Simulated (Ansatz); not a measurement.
Computed with Ansatz on PBE0-D4/def2-TZVP structures; ΔE is electronic, products minus reactants. CBS: MP2 limit from def2 TZ/QZ plus the TZ coupled-cluster correction, frozen cores. This one scheme is used for every species. Functionals use def2-TZVPP. For Ge outer-core shells are correlated without core-valence functions, which leaves a few kJ/mol of doubt a bond. Scalar relativity is left out up to krypton. One conformer a species, not always the lowest.

`[NH2][Ge]([F])([F])[Cl]` + CH₄ → `[CH3][Ge]([NH2])([F])[Cl]` + H–F  (formal exchange of groups at a Ge–F bond)

`[NH2][Ge]([F])([F])[Cl]`:

```xyz
7

N    -0.163    1.050   -0.549
Ge   -0.053   -0.517    0.307
F    -1.199   -0.537    1.577
F     1.436   -0.809    1.116
Cl   -0.393   -2.130   -1.005
H     0.296    1.080   -1.448
H     0.076    1.863    0.001
```

CH₄:

Cartesian coordinates in Å:
```
C 0.000 0.000 0.000
H 0.797 0.061 -0.740
H 0.326 0.475 0.925
H -0.238 -1.046 0.193
H -0.886 0.510 -0.377
```

`[CH3][Ge]([NH2])([F])[Cl]`:

Cartesian coordinates in Å:
```
C 0.203 1.089 1.051
Ge 0.372 -0.182 -0.382
N -1.191 -0.918 -0.923
F 0.984 0.590 -1.805
Cl 1.886 -1.637 0.116
H -0.168 0.591 1.947
H -0.493 1.874 0.755
H 1.180 1.523 1.264
H -1.119 -1.435 -1.790
H -1.654 -1.494 -0.233
```

H–F:

```xyz
2

F     0.055    0.452    0.063
H    -0.055   -0.452   -0.063
```

```
                    species  revPBE-D4 energy (Eh)
  `[NH2][Ge]([F])([F])[Cl]`            -2792.80291
                        CH₄              -40.52299
`[CH3][Ge]([NH2])([F])[Cl]`            -2732.84545
                        H–F             -100.45779
```

Q: Work out ΔE.

A: ΔE = (-2732.84545) + (-100.45779) − (-2792.80291) − (-40.52299) = 0.02266 Eh = +59.5 kJ/mol. CCSD(T)/CBS gives +57.5 kJ/mol.

Largest T1 diagnostic among the species: 0.011.

In def2-TZVPP, CCSD(T) changes the Hartree–Fock value by −22.9 kJ/mol (the triples alone add −1.7 kJ/mol) and MP2 by −25.8 kJ/mol. The D4 term adds −6.2 kJ/mol with B3LYP and −3.6 kJ/mol with PBE0; it sums over pairs of atoms, weighted by their polarisabilities, and B3LYP, whose exchange is more repulsive, gets the larger term. At CCSD(T), def2-SVP lies +26.3 kJ/mol from the extrapolated value and def2-TZVPP +5.9 kJ/mol.

B3LYP here is the variant with VWN-RPA as its local correlation; programs differ in this.
